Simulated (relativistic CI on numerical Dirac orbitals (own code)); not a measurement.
# Fe2+ in a cubic cluster: L2,3 absorption with charge transfer

Computed with a charge-transfer multiplet model of a cubic metal-ligand cluster with up to 3 ligand holes, Slater and spin-orbit integrals from Dirac-Coulomb-Breit ions, Slater integrals scaled by 0.8. The ground state mixes d6 with configurations of k ligand holes L, whose averages lie at kΔ + k(k − 1)U_dd/2; a core hole lowers each added d electron by U_cd. 300 K, Lorentzian 0.4 eV and Gaussian 0.3 eV FWHM.

Atomic integrals in eV (Slater integrals scaled, ζ unscaled), ground: F2dd 8.723, F4dd 5.416, zeta_d 0.049; with the core hole: F2dd 9.374, F4dd 5.826, zeta_d 0.067, zeta_core 8.135, F2cd 5.460, G1cd 4.059, G3cd 2.306.

Cluster parameters (eV): Δ = 6.8, U_dd = 6.7, 10Dq = 1.5, 10Dq(ligand) = 1.4, V(eg) = 2.45, V(t2g) = -1.04, final-state hopping factor = 1.

| Case | n_d | d6 | d7L | d8L2 | d9L3 | S |
| --- | --- | --- | --- | --- | --- | --- |
| U_cd = 6.5 eV | 6.30 | 0.72 | 0.26 | 0.02 | 0.00 | 0.02 |
| U_cd = 7.1 eV | 6.30 | 0.72 | 0.26 | 0.02 | 0.00 | 0.02 |
| U_cd = 7.7 eV | 6.30 | 0.72 | 0.26 | 0.02 | 0.00 | 0.02 |
| U_cd = 8.3 eV | 6.30 | 0.72 | 0.26 | 0.02 | 0.00 | 0.02 |
| U_cd = 9.5 eV | 6.30 | 0.72 | 0.26 | 0.02 | 0.00 | 0.02 |

Weights, n_d and S are thermal averages at 300 K. Photon energies count from the first peak over 30 % of the highest in each spectrum, which can be another peak from case to case. The parameters are a model scan and need not match a compound or its usual spin state. Peaks in eV (height, largest 100):
- U_cd = 6.5 eV: -1.8 (7), 0.0 (100), 1.9 (29), 11.9 (47), 13.2 (15)
- U_cd = 7.1 eV: -1.8 (7), 0.0 (100), 2.0 (28), 12.0 (50), 13.3 (15)
- U_cd = 7.7 eV: -1.7 (7), 0.0 (100), 2.1 (26), 12.0 (55), 13.4 (14)
- U_cd = 8.3 eV: -1.7 (7), 0.0 (100), 2.1 (24), 12.0 (58), 13.4 (13)
- U_cd = 9.5 eV: -1.6 (7), 0.0 (100), 2.2 (20), 12.1 (62), 13.6 (11)

Curve for U_cd = 8.3 eV (points under 2 left out, the grid thinned):

E (eV), Intensity and a bar:
```
     -2.3        2.1 
     -2.0        4.2 #
     -1.8        6.6 #
     -1.5        6.6 #
     -1.2        6.6 #
     -1.0        9.3 ##
     -0.7       18.4 #####
     -0.4       46.0 ##############
     -0.2       81.6 #########################
      0.1       98.5 ##############################
      0.4       60.6 ##################
      0.6       35.9 ###########
      0.9       20.7 ######
      1.2       14.3 ####
      1.4       12.3 ###
      1.7       14.1 ####
      2.0       22.3 ######
      2.2       23.4 #######
      2.5       11.5 ###
      2.8        5.8 #
      3.0        4.4 #
      3.3        2.8 
      3.5        2.3 
      3.8        2.3 
      5.6        2.1 
      5.8        3.1 
      6.1        3.2 
     10.2        2.0 
     10.4        2.2 
     10.7        3.0 
     11.0        4.6 #
     11.2        6.5 #
     11.5       14.9 ####
     11.8       41.9 ############
     12.0       58.2 #################
     12.3       41.5 ############
     12.6       24.5 #######
     12.8       14.7 ####
     13.1       10.6 ###
     13.4       13.2 ###
     13.6       12.6 ###
     13.9       10.0 ##
     14.2        6.0 #
     14.4        3.9 #
     14.7        2.2
```

For the case U_cd = 7.7 eV, Δ = 6.8 eV is larger than U_dd = 6.7 eV, the Mott-Hubbard side of the Zaanen-Sawatzky-Allen scheme. With the core hole the configuration with one ligand hole lies at Δ + U_dd − U_cd = 7.0, 6.4, 5.8, 5.2, 4.0 eV from the one without, in the order of the table; where this is negative the screened configuration lies lower, though the effective hopping of about 4.7 eV (from the holes of the mixed ground state) mixes the two strongly wherever it is as large as the gap.
